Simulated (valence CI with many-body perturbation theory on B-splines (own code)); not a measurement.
## Xe XXIV: electric-dipole lines

Computed by relativistic CI+MBPT: three valence electrons over a frozen Dirac-Fock core [Ar] 3d10, radial functions for each j: 11 s, 11 p, 9 d, 7 f, 5 g, 2 h, 1 i, with the one-electron correlation potential Σ1 (screened to all orders), the two-electron term Σ2, the three-electron term Σ3, Breit, model QED; selected single and double excitations, second order for the rest (own B-spline code, finite nucleus).

No measured spectrum was set against this ion. As an estimate, levels hold to about 250 cm⁻¹ or 0.2 % of their energy and the worst to 1 %, as in measured heavy ions of charge 2 to 7; those with d or f electrons hold less well.

Lines 151 to 200 of 265 in falling wavelength, among levels below 2029100 cm⁻¹, chosen from the strongest by gf and those to the six lowest levels. Wavelengths and rates use the calculated energies, so an error of 2000 cm⁻¹ moves a line at 131.2 Å by 0.26 % and its rate by three times that or more. Electric multipoles are in the length gauge, E1 and E2 with the static RPA response of the core. Weak lines are less certain than strong ones. Lines between different terms over intervals too small for the method are left out, as are lines whose strength nearly cancels. Where a level lies close to another of its J and parity, the split of strength between their lines is uncertain. The highest levels of a list are the least certain.

Levels are named by their leading jj configuration (3d3/2^4 stands for four electrons in 3d with j = 3/2), which in mixed levels can hold well under half, so a name can repeat and another be missing. Letters in brackets count levels of one name in rising energy.

| λ vac (Å) | Upper | Lower | A (s⁻¹) | S (a.u.) |
| --- | --- | --- | --- | --- |
| 131.2 | (4s 4p3/2^2) J=3/2 | (4s^2 4p1/2) J=1/2 | 2.96e+10 | 1.32e-01 |
| 130.7 | (4s^2 4d5/2) J=5/2 | (4s^2 4p3/2) J=3/2 | 1.79e+11 | 1.18e+00 |
| 130.2 | (4s 4p3/2 4d5/2) J=5/2 [b] | (4s 4p3/2^2) J=3/2 | 2.68e+11 | 1.75e+00 |
| 130.2 | (4s 4p3/2 4d5/2) J=3/2 [c] | (4s 4p3/2^2) J=1/2 | 1.92e+11 | 8.38e-01 |
| 129.9 | (4s 4p1/2 4d5/2) J=5/2 [a] | (4s 4p1/2 4p3/2) J=3/2 [a] | 1.09e+11 | 7.05e-01 |
| 129.2 | (4s 4p1/2 4d3/2) J=3/2 [b] | (4s 4p1/2 4p3/2) J=3/2 [a] | 1.43e+10 | 6.07e-02 |
| 128.8 | (4s^2 4f5/2) J=5/2 | (4s^2 4d5/2) J=5/2 | 2.09e+10 | 1.32e-01 |
| 128.7 | (4p1/2 4p3/2 4d5/2) J=5/2 [c] | (4p1/2 4p3/2^2) J=5/2 | 2.16e+10 | 1.36e-01 |
| 128.6 | (4s^2 4f7/2) J=7/2 | (4s^2 4d5/2) J=5/2 | 2.45e+11 | 2.06e+00 |
| 128.4 | (4s 4p1/2 4d3/2) J=1/2 | (4s 4p1/2 4p3/2) J=3/2 [a] | 4.66e+09 | 9.73e-03 |
| 128.0 | (4p1/2 4p3/2^2) J=1/2 | (4s 4p1/2^2) J=1/2 | 5.64e+08 | 1.17e-03 |
| 127.7 | (4p1/2 4p3/2 4d5/2) J=5/2 [c] | (4p1/2 4p3/2^2) J=3/2 | 8.61e+10 | 5.31e-01 |
| 127.5 | (4s 4p3/2 4d3/2) J=1/2 [a] | (4s 4p1/2 4p3/2) J=3/2 [b] | 2.41e+09 | 4.93e-03 |
| 127.3 | (4s 4p3/2 4d3/2) J=5/2 [a] | (4s 4p1/2 4p3/2) J=3/2 [b] | 3.96e+08 | 2.42e-03 |
| 126.8 | (4s 4p3/2 4d3/2) J=3/2 | (4s 4p1/2 4p3/2) J=3/2 [b] | 2.59e+09 | 1.04e-02 |
| 126.7 | (4s 4p1/2 4d3/2) J=3/2 [a] | (4s 4p1/2^2) J=1/2 | 1.13e+09 | 4.52e-03 |
| 126.4 | (4s 4p3/2 4d5/2) J=7/2 [b] | (4s 4p3/2^2) J=5/2 | 4.92e+10 | 3.92e-01 |
| 126.3 | (4p3/2^3) J=3/2 | (4s 4p1/2 4p3/2) J=3/2 [a] | 1.92e+10 | 7.64e-02 |
| 126.0 | (4s 4p1/2 4d5/2) J=5/2 [b] | (4s 4p1/2 4p3/2) J=5/2 | 4.34e+08 | 2.57e-03 |
| 124.8 | (4s^2 4f5/2) J=5/2 | (4s^2 4d3/2) J=3/2 | 2.52e+11 | 1.45e+00 |
| 124.4 | (4s 4p1/2 4f7/2) J=7/2 | (4s 4p1/2 4d3/2) J=5/2 | 9.29e+10 | 7.06e-01 |
| 123.4 | (4s 4p3/2 4d5/2) J=7/2 [c] | (4s 4p3/2^2) J=5/2 | 1.70e+11 | 1.26e+00 |
| 123.3 | (4s 4p1/2 4d5/2) J=3/2 | (4s 4p1/2 4p3/2) J=5/2 | 2.44e+09 | 9.04e-03 |
| 122.9 | (4s 4p3/2 4d5/2) J=3/2 [a] | (4s 4p1/2 4p3/2) J=1/2 | 1.60e+11 | 5.86e-01 |
| 122.0 | (4s 4p3/2 4d5/2) J=5/2 [a] | (4s 4p1/2 4p3/2) J=3/2 [b] | 8.55e+06 | 4.60e-05 |
| 121.6 | (4s 4p1/2 4f5/2) J=5/2 | (4s 4p1/2 4d3/2) J=3/2 [a] | 1.51e+11 | 8.07e-01 |
| 120.7 | (4s 4p1/2 4d5/2) J=5/2 [b] | (4s 4p1/2 4p3/2) J=3/2 [a] | 5.69e+09 | 2.97e-02 |
| 120.6 | (4p1/2 4p3/2 4d5/2) J=3/2 [a] | (4p1/2^2 4p3/2) J=3/2 | 3.21e+10 | 1.11e-01 |
| 120.4 | (4p1/2 4p3/2 4d5/2) J=5/2 [a] | (4p1/2^2 4p3/2) J=3/2 | 3.01e+10 | 1.55e-01 |
| 119.5 | (4s 4p1/2 4f5/2) J=3/2 | (4s 4p1/2 4d3/2) J=3/2 [a] | 7.74e+10 | 2.61e-01 |
| 118.5 | (4s 4p3/2 4d3/2) J=5/2 [a] | (4s 4p1/2 4p3/2) J=5/2 | 1.34e+11 | 6.62e-01 |
| 118.4 | (4s 4p3/2 4d5/2) J=3/2 [a] | (4s 4p1/2 4p3/2) J=3/2 [b] | 2.79e+10 | 9.15e-02 |
| 118.4 | (4s 4p1/2 4f5/2) J=3/2 | (4p1/2 4p3/2^2) J=1/2 | 2.60e+10 | 8.52e-02 |
| 118.3 | (4p3/2^2 4d3/2) J=1/2 | (4p1/2 4p3/2^2) J=3/2 | 1.21e+11 | 1.97e-01 |
| 118.3 | (4s 4p1/2 4d5/2) J=3/2 | (4s 4p1/2 4p3/2) J=3/2 [a] | 1.28e+10 | 4.18e-02 |
| 118.1 | (4s 4p3/2 4d3/2) J=3/2 | (4s 4p1/2 4p3/2) J=5/2 | 4.70e+10 | 1.53e-01 |
| 118.1 | (4s 4p3/2 4d5/2) J=7/2 [a] | (4s 4p1/2 4p3/2) J=5/2 | 1.93e+11 | 1.25e+00 |
| 117.8 | (4p3/2^2 4d3/2) J=3/2 | (4p1/2 4p3/2^2) J=5/2 | 3.44e+10 | 1.11e-01 |
| 117.4 | (4p3/2^2 4d3/2) J=5/2 | (4p1/2 4p3/2^2) J=5/2 | 1.11e+11 | 5.30e-01 |
| 117.0 | (4p3/2^2 4d3/2) J=3/2 | (4p1/2 4p3/2^2) J=3/2 | 1.76e+11 | 5.57e-01 |
| 116.6 | (4p3/2^2 4d3/2) J=5/2 | (4p1/2 4p3/2^2) J=3/2 | 1.15e+11 | 5.40e-01 |
| 116.4 | (4p1/2 4p3/2 4d5/2) J=5/2 [b] | (4p1/2^2 4p3/2) J=3/2 | 1.49e+11 | 6.97e-01 |
| 115.9 | (4p1/2 4p3/2 4d3/2) J=3/2 [b] | (4p1/2^2 4p3/2) J=3/2 | 2.02e+11 | 6.21e-01 |
| 115.4 | (4s 4p1/2 4d3/2) J=3/2 [b] | (4s 4p1/2^2) J=1/2 | 1.64e+11 | 4.96e-01 |
| 115.4 | (4p1/2 4p3/2 4d3/2) J=1/2 [b] | (4p1/2^2 4p3/2) J=3/2 | 2.10e+11 | 3.18e-01 |
| 115.4 | (4p3/2^2 4d3/2) J=7/2 | (4p1/2 4p3/2^2) J=5/2 | 2.31e+11 | 1.40e+00 |
| 114.7 | (4s 4p1/2 4d3/2) J=1/2 | (4s 4p1/2^2) J=1/2 | 2.62e+11 | 3.90e-01 |
| 114.6 | (4s 4p3/2 4d3/2) J=1/2 [b] | (4s 4p1/2 4p3/2) J=1/2 | 1.26e+11 | 1.87e-01 |
| 114.0 | (4s 4p3/2 4d3/2) J=1/2 [a] | (4s 4p1/2 4p3/2) J=3/2 [a] | 1.78e+11 | 2.60e-01 |
| 113.9 | (4s 4p3/2 4d5/2) J=5/2 [a] | (4s 4p1/2 4p3/2) J=5/2 | 1.15e+07 | 5.04e-05 |
